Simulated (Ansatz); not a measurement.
`COB(F)O[SiH3]` + `[SiH3]BCl` → `[SiH3][SiH2]BCl` + `COB(O)F`  (formal exchange of groups at the Si–O bond)

Program: Ansatz. Geometries: PBE0-D4/def2-TZVP. ΔE: electronic, gas phase. CBS: MP2 limit from def2 TZ/QZ plus the TZ coupled-cluster correction, frozen cores. This one scheme is used for every species. Functionals use def2-TZVPP. B3LYP here is the variant with VWN-RPA as its local correlation; programs differ in this. HSE06 is defined as in plane-wave codes. Each species was taken in one conformer, which may not be the lowest.

`COB(F)O[SiH3]`:

Cartesian coordinates in Å:
```
C 1.418 -0.554 -1.614
O 0.487 -0.094 -0.653
B 0.201 -0.775 0.480
F 0.793 -1.938 0.754
O -0.698 -0.285 1.362
Si -1.592 1.107 1.319
H 1.853 -1.513 -1.328
H 2.212 0.187 -1.717
H 0.909 -0.660 -2.573
H -0.699 2.292 1.285
H -2.405 1.121 2.556
H -2.479 1.113 0.129
```

`[SiH3]BCl`:

```xyz
7

Si    0.226   -0.350   -0.760
B    -0.405    0.503    0.954
Cl    0.559    0.461    2.401
H    -0.761   -1.388   -1.172
H     1.569   -0.976   -0.638
H     0.265    0.685   -1.831
H    -1.455    1.065    1.046
```

`[SiH3][SiH2]BCl`:

Z-matrix (Å, degrees):
```
Si
Si 1 2.348
H 1 1.488 2 110.1
H 1 1.487 2 110.6 3 -120.2
H 1 1.487 2 109.7 3 119.5
B 2 2.005 1 105.8 3 -58.7
H 2 1.489 1 108.6 3 -179.5
H 2 1.490 1 108.4 3 61.7
Cl 6 1.741 2 120.0 1 -88.2
H 6 1.194 2 123.7 1 87.5
```

`COB(O)F`:

Z-matrix (Å, degrees):
```
C
O 1 1.414
H 1 1.092 2 108.7
H 1 1.092 2 108.8 3 -118.3
H 1 1.091 2 111.8 3 120.8
B 2 1.344 1 122.2 3 -121.5
F 6 1.336 2 117.4 1 -180.0
O 6 1.361 2 122.7 1 0.0
H 8 0.959 6 112.6 2 180.0
```

Question: Is it downhill or uphill in electronic energy at CCSD(T)/CBS, and by how much? (Estimate.)

Answer: Ansatz gave: Uphill: ΔE = +79.5 kJ/mol.

Question: What do these levels give: BLYP-D4, B3LYP-D4, r2SCAN0-D4, HSE06-D4, ωB97M-V, BLYP, B3LYP, HSE06, CCSD(T)/def2-SVP, MP2/def2-QZVPP, SCS-MP2/def2-QZVPP, MP2/CBS(def2)? (Best estimate.)

Answer: Ansatz gave: BLYP-D4 74.4, B3LYP-D4 79.3, r2SCAN0-D4 74.0, HSE06-D4 59.7, ωB97M-V 81.9, BLYP 76.4, B3LYP 81.4, HSE06 60.9, CCSD(T)/def2-SVP 71.9, MP2/def2-QZVPP 85.3, SCS-MP2/def2-QZVPP 91.8, MP2/CBS(def2) 84.4 kJ/mol.

Largest T1 diagnostic among the species: 0.014.

In def2-TZVPP, CCSD(T) changes the Hartree–Fock value by −29.2 kJ/mol (the triples alone add −4.1 kJ/mol) and MP2 by −24.3 kJ/mol. At CCSD(T), def2-SVP lies −7.7 kJ/mol from the extrapolated value and def2-TZVPP +0.1 kJ/mol. From r2SCAN to r2SCAN0 (25 % exact exchange), in def2-TZVPP and without D4, ΔE moves by +3.3 kJ/mol.
